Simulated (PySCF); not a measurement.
C$_{3}$H$_{10}$BO$_{3}$ (SMILES COB(OC)[OH+]C), charge +1, singlet, at a GFN2-xTB geometry; WB97X/STO-3G (PySCF).

Here is a job for PySCF.
```python
from pyscf import gto, scf, dft

mol = gto.M(
    atom='''
C     0.156834    2.534257   -0.347859
O    -0.537084    1.317305   -0.096185
B    -0.124838    0.080010    0.000554
O    -0.802504   -1.025435    0.180717
C    -2.222883   -1.163896    0.268448
O     1.380329   -0.199755   -0.135851
C     1.905510   -1.529007    0.093276
H     0.844608    2.428267   -1.187666
H     0.694947    2.851687    0.547406
H    -0.598752    3.279958   -0.591039
H    -2.715287   -0.194729    0.222363
H    -2.446431   -1.658715    1.212787
H    -2.547655   -1.791822   -0.560504
H     1.948700    0.470369    0.276337
H     2.911386   -1.573423   -0.321513
H     1.914593   -1.770253    1.155556
H     1.255388   -2.226431   -0.429140
''',
    basis='sto-3g',
    charge=1,
    spin=0,
    verbose=4,
)

mf = dft.RKS(mol)
mf.xc = 'wb97x'
mf.grids.radi_method = dft.radi.delley
mf.kernel()
```

Task: What does PySCF print? Leave out banner, timings and long lists.

Result: 
```
PySCF version 2.14.0

[INPUT] verbose = 4
[INPUT] num. atoms = 17
[INPUT] num. electrons = 56
[INPUT] charge = 1
[INPUT] spin (= nelec alpha-beta = 2S) = 0
[INPUT] symmetry False subgroup None
[INPUT] Mole.unit = angstrom
[INPUT] Symbol           X                Y                Z      unit          X                Y                Z       unit  Magmom
[...]
nuclear repulsion = 325.201838521724
number of shells = 31
number of NR pGTOs = 135
number of NR cGTOs = 45
basis = sto-3g
ecp = {}

******** <class 'pyscf.dft.rks.RKS'> ********
method = RKS
initial guess = minao
damping factor = 0
level_shift factor = 0
DIIS = <class 'pyscf.scf.diis.CDIIS'>
diis_start_cycle = 1
diis_space = 8
diis_damp = 0
SCF conv_tol = 1e-09
SCF conv_tol_grad = None
SCF max_cycles = 50
direct_scf = True
direct_scf_tol = 1e-13
XC library pyscf.dft.libxc version 7.1.2
    S. Lehtola, C. Steigemann, M. J. T. Oliveira, and M. A. L. Marques,  SoftwareX 7, 1–5 (2018)
XC functionals = wb97x
    J.-D. Chai and M. Head-Gordon,  J. Chem. Phys. 128, 084106 (2008)
radial grids: B. Delley radial grids. Ref. JCP 104, 9848 (1996); DOI:10.1063/1.471749. log2 algorithm
becke partition: Becke, JCP 88, 2547 (1988); DOI:10.1063/1.454033
pruning grids: <function nwchem_prune>
grids dens level: 3
symmetrized grids: False
atomic radii adjust function: <function treutler_atomic_radii_adjust>
small_rho_cutoff = 0
Set gradient conv threshold to 3.16228e-05
Initial guess from minao.
tot grids = 211672
init E= -367.234285886509
[...]
cycle= 1 E= -365.737781777145  delta_E=  1.5  |g|= 0.652  |ddm|= 4.91
[...]
cycle= 2 E= -365.841387785704  delta_E= -0.104  |g|= 0.424  |ddm|= 1.32
[...]
cycle= 3 E= -365.888434642494  delta_E= -0.047  |g|= 0.0372  |ddm|= 0.489
[...]
cycle= 4 E= -365.888943787433  delta_E= -0.000509  |g|= 0.0191  |ddm|= 0.0716
[...]
cycle= 5 E= -365.889057592303  delta_E= -0.000114  |g|= 0.00231  |ddm|= 0.0258
[...]
cycle= 6 E= -365.889060734531  delta_E= -3.14e-06  |g|= 0.000654  |ddm|= 0.00564
[...]
cycle= 7 E= -365.889060948686  delta_E= -2.14e-07  |g|= 0.000169  |ddm|= 0.00132
[...]
cycle= 8 E= -365.889060963093  delta_E= -1.44e-08  |g|= 7.81e-05  |ddm|= 0.000444
[...]
cycle= 9 E= -365.88906096507  delta_E= -1.98e-09  |g|= 1.19e-05  |ddm|= 0.000118
[...]
cycle= 10 E= -365.889060965135  delta_E= -6.5e-11  |g|= 1.69e-06  |ddm|= 2.77e-05
[...]
Extra cycle  E= -365.889060965135  delta_E= -6.82e-13  |g|= 6.35e-07  |ddm|= 4.02e-06
converged SCF energy = -365.889060965135
```
